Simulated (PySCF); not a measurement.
Stretching BeI

Set-up: Be def2-TZVPP, I def2-TZVPP with ECP28; scalar-relativistic core potentials (PySCF 2.14). Energies in eV from Be + I in their ground configurations at the same level. State: ²Σ⁺ (doublet), unpaired electrons σ ↑.

```tsv
R (Å)	UHF-SCS-MP2	BLYP	PBE	UHF-CCSD
1.886	-1.686	-1.781	-2.093	
1.974	-2.149	-2.232	-2.537	-1.799
2.061	-2.412	-2.489	-2.787	-2.062
2.127	-2.510	-2.588	-2.879	-2.161
2.193	-2.543	-2.625	-2.910	-2.196
2.259	-2.527	-2.615	-2.893	-2.181
2.346	-2.445	-2.546	-2.814	-2.101
2.456	-2.276	-2.399	-2.653	-1.936
2.588	-2.013	-2.171	-2.407	-1.679
2.763	-1.609	-1.828	-2.038
```

Question: Put a parabola through the three lowest points of the UHF-SCS-MP2 curve and estimate Re, k and ωe (reduced mass 8.415 u; 1 eV/Å² = 0.16022 mdyn/Å; ωe = 1302.8·√(k/μ) cm⁻¹).

Answer: Through R = 2.127, 2.193, 2.259 Å the second-order coefficient is 5.62 eV/Å², so Re ≈ 2.204 Å, k ≈ 1.80 mdyn/Å and ωe ≈ 603 cm⁻¹. A polynomial fit of higher order to the unrounded UHF-SCS-MP2 energies gives Re = 2.201 Å, k = 1.80 mdyn/Å, ωe = 602 cm⁻¹; anharmonicity and rounding make the difference.

The higher-order fit for each curve: UHF-SCS-MP2: Re = 2.201 Å, ωe = 602 cm⁻¹, De = 2.54 eV; BLYP: Re = 2.210 Å, ωe = 574 cm⁻¹, De = 2.63 eV; PBE: Re = 2.200 Å, ωe = 589 cm⁻¹, De = 2.91 eV; UHF-CCSD: Re = 2.203 Å, ωe = 599 cm⁻¹, De = 2.20 eV.

Correlated steps freeze 4 core orbitals. Spin–orbit coupling is left out, which matters for elements this heavy, above all for dissociation energies. The state was picked by a PBE0 search and need not be the measured ground state.
